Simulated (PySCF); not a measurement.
C4H6ClF, SMILES C[C@@H](F)/C=C\Cl.

The structure is a stationary point at PBE0-D3(BJ)/def2-SVP. The structure was generated by enumeration; whether it is a known compound was not checked. The values are those of a single conformer.

Vertical ionisation energy (IE) and electron affinity (EA) in eV. Rows of orbital energies are one-electron estimates. Where ΔSCF, EOM or ADC give a negative EA the extra electron is unbound and the value depends on the basis.

```json
[
 {"level": "−ε(HOMO), −ε(LUMO), B3LYP/def2-TZVP (PySCF)", "IE": "7.30", "EA": "0.64"},
 {"level": "−ε(HOMO), −ε(LUMO), PBE/def2-TZVP (PySCF)", "IE": "6.34", "EA": "1.40"}
]
```
